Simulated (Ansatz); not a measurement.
Geometry optimisation, RKS PBE-D4/def2-SVP (Ansatz).

Input file:

```yaml
crystal:
  periodic: [false, false, false]
  atoms:
    - { symbol: B, position_ang: [0.0, 0.0, 0.0] }
    - { symbol: F, position_ang: [0.0, 0.0, 1.32] }
    - { symbol: O, position_ang: [1.2211, 0.0, -0.705] }
    - { symbol: H, position_ang: [1.5209, -0.9519, -0.8599] }
    - { symbol: C, position_ang: [-1.3856, 0.0, -0.8] }
    - { symbol: H, position_ang: [-1.9458, -0.9305, -0.5708] }
    - { symbol: H, position_ang: [-1.9898, 0.8797, -0.4946] }
    - { symbol: H, position_ang: [-1.1839, 0.0508, -1.8903] }
basis:
  gaussian: { orbitals: def2-SVP }
hamiltonian:
  xc: pbe
  dispersion: d4
relax:
  f_tol: 0.02
  max_steps: 40
output:
  orbitals: {}
```

Launched with:

```bash
$ ansatz run input.yaml --threads 1 --pin off --max-ram 2048MiB --backend cpu --events-out ev --progress --plain --runs-dir out
```

Task: Where does it end, and by what steps?

Result: The run converged. After 10 steps the energy has fallen by 0.628 eV; H4 moved furthest, 0.79 Å.

```tsv
step	energy less start (eV)	largest force component (eV/Å)	accepted
0	0.0000	1.960	yes
1	-0.0732	1.124	yes
2	-0.1263	0.527	yes
3	-0.2041	0.596	yes
4	-0.3124	1.340	yes
5	-0.4002	0.829	yes
6	-0.5526	0.502	yes
7	-0.6168	0.257	yes
8	-0.6260	0.086	yes
9	-0.6271	0.116	yes
10	-0.6279	0.012	yes
```

```xyz
8
Properties=species:S:1:pos:R:3
B -0.023 -0.191 -0.170
F 0.102 -0.240 1.178
O 1.103 -0.342 -0.922
H 1.891 -0.472 -0.359
C -1.432 0.031 -0.824
H -2.126 -0.782 -0.523
H -1.887 0.974 -0.452
H -1.391 0.069 -1.928
```

The run took 22 s on 1 thread of AMD EPYC 7R43 64-Core Processor (Zen 3), on a shared host, peak memory 0.15 GiB.
